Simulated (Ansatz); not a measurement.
## Which is lower?

The two ends of one reaction step of CH$_{6}$GeO, singlet (PBE0-D4/def2-TZVP).

A:

Ge1  (-0.140, 1.118, -0.766)
O2  (-0.028, -0.650, -0.603)
C3  (0.135, -1.180, 0.689)
H4  (-0.707, -0.931, 1.349)
H5  (1.152, 1.754, -0.214)
H6  (-1.354, 1.620, 0.041)
H7  (-0.307, 1.366, -2.268)
H8  (1.060, -0.830, 1.168)
H9  (0.189, -2.268, 0.605)
(Å)

B:

```
9
angstrom
Ge -0.6554 1.5440 -0.3230
O 1.0115 -1.2493 -0.5574
C 0.8297 -1.9441 0.3993
H -0.9890 0.5697 0.8178
H 0.8346 1.8984 -0.2887
H -1.4810 2.8254 -0.1102
H -1.0323 0.9228 -1.6713
H 0.1524 -1.6406 1.2221
H 1.3295 -2.9263 0.5114
```

Computed with Ansatz 0.2.0 (basis: def2-TZVPP); correlated methods freeze the cores. Filled d shells of the heavier atoms are correlated. The def2 sets are not built for correlating such inner shells, so the correlated values are less sure here. B3LYP uses VWN-RPA correlation.

Which structure is lower at CCSD(T), and by how much? (To be estimated.)

By the calculation: A, by 27.05 kcal/mol (electronic energy, against the other). By their contacts, A is CH₆GeO ([CH3][O][GeH3]) and B is a complex of CH₂O ([CH2][O]) + GeH₄.

All methods give the same order:

| method | E(B) − E(A) (kcal/mol) |
| --- | --- |
| SPW92 | 33.85 |
| PBE-D4 | 26.64 |
| BLYP-D4 | 23.40 |
| r2SCAN-D4 | 29.01 |
| B97M-V | 26.95 |
| PBE0-D4 | 29.47 |
| B3LYP-D4 | 26.19 |
| r2SCAN0-D4 | 30.83 |
| BHLYP-D4 | 29.13 |
| CAM-B3LYP-D4 | 28.28 |
| wB97X-V | 28.81 |
| wB97M-V | 27.64 |
| B2PLYP | 26.74 |
| PBE-QIDH | 31.17 |
| RPA on PBE | 24.67 |
| HF | 25.36 |
| MP2 | 29.44 |
| CCSD | 27.38 |
| CCSD(T) | 27.05 |

No T1 diagnostic of these runs exceeds 0.014.

Labels in which every atom is bracketed show which atoms are joined, not bond orders.

For scale, one of the runs: CCSD(T)/def2-TZVPP, 194 basis functions (an equivalent command: `ansatz run in.yaml --threads 4`). Hardware: 4 CPU threads, shared host. Wall time 47 s; peak host memory 2.2 GiB.
